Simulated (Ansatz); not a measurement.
A further run on the cluster Li9H8⁺ (the lowest singlet isomer of a short search).

```yaml
crystal:
  periodic: [false, false, false]
  atoms:
    - {symbol: Li, position_ang: [1.550311, -0.255375, -2.849414]}
    - {symbol: Li, position_ang: [-0.617564, 1.085524, -0.163375]}
    - {symbol: Li, position_ang: [-0.041431, -1.379134, -1.103796]}
    - {symbol: Li, position_ang: [0.401778, -0.924042, 1.376907]}
    - {symbol: Li, position_ang: [-3.077385, 2.439243, 1.348284]}
    - {symbol: Li, position_ang: [-0.797780, 1.379694, 2.923963]}
    - {symbol: Li, position_ang: [-2.511428, -0.003720, 1.062054]}
    - {symbol: Li, position_ang: [2.470186, -2.092677, -1.411158]}
    - {symbol: Li, position_ang: [2.178432, 0.238643, -0.424902]}
    - {symbol: H, position_ang: [0.311611, 0.887591, 1.658234]}
    - {symbol: H, position_ang: [0.979409, -1.932466, -2.443400]}
    - {symbol: H, position_ang: [1.571360, -1.436900, 0.171656]}
    - {symbol: H, position_ang: [-2.519550, 1.258201, 2.583571]}
    - {symbol: H, position_ang: [3.039750, -0.411274, -1.819514]}
    - {symbol: H, position_ang: [-1.133662, -0.913034, 0.395685]}
    - {symbol: H, position_ang: [-2.378157, 1.543200, 0.051654]}
    - {symbol: H, position_ang: [0.574121, 0.516536, -1.356448]}
basis:
  gaussian: {orbitals: def2-SVP}
total_charge: 1
hamiltonian: {xc: {name: B2GP-PLYP}}
scf: {omitted_lower_state_checks: [starts]}
```

```sh
$ ansatz run in.yaml --threads 4 --pin off --events-out ev --progress --plain --max-ram 3916MiB
```

It prints (some lines left out):

```
Functional definition: B2GP-PLYP
1569 factors; integrals over basis functions are off by at most 7.6e-4 eV
mean field evaluation 1: about -1959.5674 eV, gradient 2.6e1 eV
mean field evaluation 2: about -1959.7220 eV, gradient 2.6e1 eV
mean field evaluation 4: about -1962.8146 eV, gradient 5.7e-1 eV
mean field evaluation 8: about -1962.8199 eV, gradient 1.1e-2 eV
mean field evaluation 16: about -1962.8199 eV, gradient 7.6e-6 eV
mean field -1962.81987347 eV, -72.1322999030 hartree, gradient 7.6e-6 eV, S^2 0.000000; 0 other end points of the search recorded, 0 dependent functions left out
reference -1962.82007929 eV, -72.1323074666 hartree; 17, 17 occupied and 104, 104 virtual orbitals, 1569 factors
second order -6.88156554 eV of doubles, -0.00000000 eV of singles
Total energy: -1965.29744288 eV, -72.2233488994 hartree
Checks for a lower state left out: starts
```

Hardware: 4 threads of Arm Neoverse V1 on a shared host. Wall time 3.3 s.

Correlated methods freeze no core orbitals; core or outer-core shells of Li are correlated, in sets that lack core-valence functions.
